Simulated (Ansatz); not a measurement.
A nudged elastic band was laid between two geometries of AlF$_{3}$H$_{2}$ (6 atoms, charge 0, multiplicity 1).

Level of theory: RKS PBE/6-31G* in Ansatz 0.2.0.

| Quantity | Value |
| --- | --- |
| movable images | 5 |
| climbing image | yes |
| spring | 5.0 eV/Å² |
| optimiser | quadratic models (default) |
| start path | through a guess of the saddle point |
| force threshold | 0.05 eV/Å |
| iteration limit | 60 |
| end points | relaxed |

Initial state:

```xyz
6
Properties=species:S:1:pos:R:3
Al 0.006 0.003 0.081
H 0.007 0.443 1.633
F 1.427 0.112 -0.782
F -1.432 0.040 -0.760
F 0.059 -1.895 0.760
H 0.059 -1.601 1.680
```

Final state:

```xyz
6
Properties=species:S:1:pos:R:3
Al 0.019 -0.596 -0.240
H 0.014 0.156 1.873
F 1.425 0.204 -0.590
F -1.430 0.135 -0.565
F 0.063 -2.200 0.180
H 0.037 -0.598 1.955
```

Q: Which bonds break or form, and what moves?

A: Bonds broken: Al1–H2, F5–H6. Bonds formed: H2–H6. AlF3H2 becomes AlF3 + H2.

Q: What energy profile does the band end with?

A: It converged. The highest image is number 2 of 0 to 6, 0.7 kcal/mol above the first end and 27.3 kcal/mol above the last; the last end lies 26.6 kcal/mol below the first. A vibrational analysis at the climbing image gives one clearly imaginary mode, 379i cm⁻¹: a first-order saddle point. The orbitals stay closed-shell, which can raise the energy where a bond breaks towards radicals; this wasn't checked here.

```tsv
image	path coordinate (Å)	energy (kcal/mol)	Al1–H2 (Å)	F5–H6 (Å)	H2–H6 (Å)
0	0.00	0.0	1.61	0.97	2.05
1	0.26	0.3	1.63	0.99	1.69
2	0.53	0.7	1.67	1.05	1.36
3	0.85	-5.0	1.77	1.31	1.00
4	1.17	-19.2	1.95	1.65	0.80
5	1.49	-25.4	2.15	2.01	0.76
6	1.81	-26.6	2.24	2.39	0.76
```

Q: What is the geometry of the highest image?

A: 
```xyz
6
Properties=species:S:1:pos:R:3:forces:R:3
Al 0.010 -0.136 0.037 0.00 0.01 -0.02
H 0.017 0.132 1.689 0.00 0.01 0.00
F 1.435 0.150 -0.765 0.00 0.00 0.01
F -1.440 0.080 -0.741 0.00 0.00 0.01
F 0.059 -1.902 0.794 0.00 -0.04 -0.03
H 0.048 -1.223 1.598 0.00 0.03 0.04
```

Q: What are the harmonic wavenumbers there?

A: 379i, 164, 226, 315, 480, 671, 768, 921, 1006, 1107, 1670, 2395 cm⁻¹.

The run took 39 s on 2 threads of Arm Neoverse V2, on a shared host, peak memory 0.12 GiB.
